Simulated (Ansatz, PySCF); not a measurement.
Spin gap between two states, R1 and P1; the higher of the two is an excited state, each structure at its B3LYP-D3(BJ)/def2-TZVP stationary point, reached from a drawn start (curvature not checked).
P1, O2 (SMILES O=O) (charge 0, multiplicity 1, Z-matrix in Å and degrees):
```
O
O 1 1.2042
```
R1, O2 (SMILES O=O) (charge 0, multiplicity 3):
```xyz
2

O      0.00000     0.00000     0.60215
O      0.00000     0.00000    -0.60215
```

```tsv
level	spin gap (kcal/mol)	minus CCSD(T)/CBS(cc-pVTZ, cc-pVQZ)
HF/cc-pVDZ	53.21	23.87
HF/cc-pVTZ	53.86	24.52
SVWN5/def2-TZVPP	37.18	7.84
BLYP-D4/def2-TZVPP	36.66	7.32
revPBE/def2-TZVPP	38.16	8.82
revPBE-D4/def2-TZVPP	38.16	8.82
r2SCAN/def2-TZVPP	44.64	15.30
r2SCAN-D3(BJ)/def2-TZVPP	44.64	15.30
r2SCAN-D4/def2-TZVPP	44.64	15.30
B3LYP-D3(BJ)/def2-TZVPP	38.68	9.34
B3LYP-D4/def2-TZVPP	38.68	9.34
PBE0-D4/def2-TZVPP	41.00	11.66
BHLYP/def2-TZVPP	42.65	13.31
CAM-B3LYP/def2-TZVPP	39.19	9.85
B2PLYP-D3(BJ)/def2-TZVPP	36.23	6.89
CCSD/cc-pVDZ	33.54	4.20
CCSD/cc-pVTZ	32.97	3.64
CCSD/cc-pVQZ	32.60	3.26
CCSD(T)/cc-pVDZ	30.98	1.64
CCSD(T)/CBS(cc-pVTZ, cc-pVQZ)	29.34	0.00
```

 The comparison column counts from a level with limits of its own.

P less R. No zero-point or thermal terms; singlets are restricted closed shells; open shells are unrestricted; no spin–orbit coupling.

Correlated levels freeze the cores. CBS(a, b) extrapolates the correlation energy as X⁻³ and adds the Hartree–Fock energy of set b.

Programs: Ansatz (Gaussian orbitals); PySCF for the D3/D4 terms. Each number belongs to the level named beside it.

Ansatz is a first-principles code.
